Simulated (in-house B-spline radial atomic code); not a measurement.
Inner levels of iodine as electrons are removed. A shift is the extra binding of the orbital against the neutral atom ([Kr] 4d10 5s2 5p5). Computed with a B-spline radial code for spherical atoms: non-relativistic Hartree-Fock, average of the configuration, point nuclei.

This level leaves out relativity, spin-orbit splitting included, which matters for heavy ions.

```json
{"ion": "I", "configuration": "[Kr] 4d10 5s2 5p5", "shift of 1s (eV)": "0", "shift of 2p (eV)": "0", "shift of 4s (eV)": "0", "radius of 1s (bohr)": "0.028678", "radius of 2p (bohr)": "0.10521", "radius of 4s (bohr)": "0.76905", "Σ<r²> (bohr²)": "63.456", "change of density at nucleus (bohr⁻³)": "-"}
{"ion": "I+", "configuration": "[Kr] 4d10 5s2 5p4", "shift of 1s (eV)": "?", "shift of 2p (eV)": "?", "shift of 4s (eV)": "?", "radius of 1s (bohr)": "?", "radius of 2p (bohr)": "?", "radius of 4s (bohr)": "?", "Σ<r²> (bohr²)": "?", "change of density at nucleus (bohr⁻³)": "?"}
{"ion": "I2+", "configuration": "[Kr] 4d10 5s2 5p3", "shift of 1s (eV)": "20.512", "shift of 2p (eV)": "20.395", "shift of 4s (eV)": "20.18", "radius of 1s (bohr)": "0.028678", "radius of 2p (bohr)": "0.10521", "radius of 4s (bohr)": "0.76871", "Σ<r²> (bohr²)": "43.337", "change of density at nucleus (bohr⁻³)": "7.663"}
{"ion": "I3+", "configuration": "[Kr] 4d10 5s2 5p2", "shift of 1s (eV)": "32.556", "shift of 2p (eV)": "32.33", "shift of 4s (eV)": "31.873", "radius of 1s (bohr)": "0.028678", "radius of 2p (bohr)": "0.10521", "radius of 4s (bohr)": "0.76841", "Σ<r²> (bohr²)": "36.118", "change of density at nucleus (bohr⁻³)": "12.309"}
{"ion": "I4+", "configuration": "[Kr] 4d10 5s2 5p1", "shift of 1s (eV)": "45.635", "shift of 2p (eV)": "45.263", "shift of 4s (eV)": "44.46", "radius of 1s (bohr)": "0.028678", "radius of 2p (bohr)": "0.10521", "radius of 4s (bohr)": "0.76802", "Σ<r²> (bohr²)": "29.991", "change of density at nucleus (bohr⁻³)": "17.421"}
{"ion": "I5+", "configuration": "[Kr] 4d10 5s2", "shift of 1s (eV)": "59.676", "shift of 2p (eV)": "59.119", "shift of 4s (eV)": "57.855", "radius of 1s (bohr)": "0.028678", "radius of 2p (bohr)": "0.10521", "radius of 4s (bohr)": "0.76753", "Σ<r²> (bohr²)": "24.673", "change of density at nucleus (bohr⁻³)": "22.974"}
{"ion": "I6+", "configuration": "[Kr] 4d10 5s1", "shift of 1s (eV)": "?", "shift of 2p (eV)": "?", "shift of 4s (eV)": "?", "radius of 1s (bohr)": "?", "radius of 2p (bohr)": "?", "radius of 4s (bohr)": "?", "Σ<r²> (bohr²)": "?", "change of density at nucleus (bohr⁻³)": "?"}
{"ion": "I7+", "configuration": "[Kr] 4d10", "shift of 1s (eV)": "92.119", "shift of 2p (eV)": "91.179", "shift of 4s (eV)": "88.18", "radius of 1s (bohr)": "0.028678", "radius of 2p (bohr)": "0.10521", "radius of 4s (bohr)": "0.76784", "Σ<r²> (bohr²)": "16.892", "change of density at nucleus (bohr⁻³)": "-43.784"}
{"ion": "I8+", "configuration": "[Kr] 4d9", "shift of 1s (eV)": "120.34", "shift of 2p (eV)": "119.55", "shift of 4s (eV)": "112.41", "radius of 1s (bohr)": "0.028678", "radius of 2p (bohr)": "0.1052", "radius of 4s (bohr)": "0.76204", "Σ<r²> (bohr²)": "15.496", "change of density at nucleus (bohr⁻³)": "-34.502"}
```

Q: Fill in the row of I+.

A: shift of 1s (eV): 9.6063; shift of 2p (eV): 9.5641; shift of 4s (eV): 9.4973; radius of 1s (bohr): 0.028678; radius of 2p (bohr): 0.10521; radius of 4s (bohr): 0.76892; Σ<r²> (bohr²): 52.132; change of density at nucleus (bohr⁻³): 3.531.

Q: Fill in the row of I6+.

A: shift of 1s (eV): 75.488; shift of 2p (eV): 74.755; shift of 4s (eV): 72.701; radius of 1s (bohr): 0.028678; radius of 2p (bohr): 0.10521; radius of 4s (bohr): 0.76815; Σ<r²> (bohr²): 20.582; change of density at nucleus (bohr⁻³): -7.864.
